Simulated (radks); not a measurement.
Results of a calculation; reference values are marked as such.
Problem. The mean radii <r> (bohr) of the occupied orbitals of an atom or ion are listed with their occupations. Level of theory: scalar-relativistic Kohn-Sham, r2SCAN, spin-polarised, spherical densities, finite nucleus; meta-GGA in the generalised Kohn-Sham scheme; Fermi nuclear charge, rms radius of each element as measured or else 0.836 A^(1/3) + 0.57 fm (a radial shooting solver on a logarithmic mesh with Libxc functionals).

| orbital | occ. | <r> |
|---|---|---|
| 1s up | 1 | 0.02611 |
| 1s down | 1 | 0.02611 |
| 2s up | 1 | 0.1121 |
| 2s down | 1 | 0.1121 |
| 2p up | 3 | 0.09822 |
| 2p down | 3 | 0.09822 |
| 3s up | 1 | 0.2984 |
| 3s down | 1 | 0.2984 |
| 3p up | 3 | 0.2966 |
| 3p down | 3 | 0.2966 |
| 3d up | 5 | 0.2735 |
| 3d down | 5 | 0.2735 |
| 4s up | 1 | 0.6954 |
| 4s down | 1 | 0.6954 |
| 4p up | 3 | 0.7397 |
| 4p down | 3 | 0.7397 |
| 4d up | 5 | 0.8369 |
| 4d down | 5 | 0.8369 |
| 5s up | 1 | 1.750 |
| 5s down | 1 | 1.753 |
| 5p up | 3 | 2.072 |
| 5p down | 3 | 2.072 |
| 6p up | 1 | 7.868 |

Name the element and its charge. Open shells, if any, are filled with parallel spins first.

Solution. Z = 55, caesium, charge 0: Cs in [Xe] 6p1. The 1s radius gives Z: for a bare nucleus <r> = (2 gamma + 1)/(2Z) with gamma = sqrt(1 - (Z/c)^2), 0.02574 bohr for Z = 55, and screening makes it slightly larger (0.02611 here). The occupations add up to 55, and the charge is Z minus that.
